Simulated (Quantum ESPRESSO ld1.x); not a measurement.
Question: Ir3+, 74 electrons, occupied as [Xe] 4f14 5d6 (the NIST ground configuration). Calculated with ld1.x of Quantum ESPRESSO 7.5: Dirac Kohn-Sham, revPBE, spin-unpolarised, spherical densities, point nucleus; open shells fill j = l - 1/2 first. Some entries of the table are withheld. Estimate them.

| orbital | occ. | eigenvalue (eV) | r(max) (bohr) |
|---|---|---|---|
| 1s1/2 | 2 | -76054.4 | 0.01081 |
| 2s1/2 | 2 | -13320.0 | 0.06248 |
| 2p1/2 | 2 | (1) | (2) |
| 2p3/2 | 4 | (3) | (4) |
| 3s1/2 | 2 | -3139.15 | 0.1759 |
| 3p1/2 | 2 | -2888.10 | 0.1644 |
| 3p3/2 | 4 | -2531.67 | 0.1790 |
| 3d3/2 | 4 | -2113.56 | 0.1397 |
| 3d5/2 | 6 | -2036.56 | 0.1437 |
| 4s1/2 | 2 | -694.298 | (5) |
| 4p1/2 | 2 | -588.435 | 0.3965 |
| 4p3/2 | 4 | -504.155 | 0.4268 |
| 4d3/2 | 4 | -330.907 | (6) |
| 4d5/2 | 6 | -315.264 | (7) |
| 5s1/2 | 2 | -128.832 | 0.8916 |
| 5p1/2 | 2 | (8) | 0.9470 |
| 4f5/2 | 6 | -94.9620 | 0.3928 |
| 4f7/2 | 8 | -91.8413 | 0.3975 |
| 5p3/2 | 4 | (9) | 1.027 |
| 5d3/2 | 4 | -37.4258 | 1.254 |
| 5d5/2 | 2 | -35.9813 | 1.289 |

Answer: 
(1) 2p1/2 eigenvalue (eV): -12758.4
(2) 2p1/2 r(max) (bohr): 0.04620
(3) 2p3/2 eigenvalue (eV): -11130.7
(4) 2p3/2 r(max) (bohr): 0.05336
(5) 4s1/2 r(max) (bohr): 0.3977
(6) 4d3/2 r(max) (bohr): 0.4211
(7) 4d5/2 r(max) (bohr): 0.4306
(8) 5p1/2 eigenvalue (eV): -95.5493
(9) 5p3/2 eigenvalue (eV): -81.8514
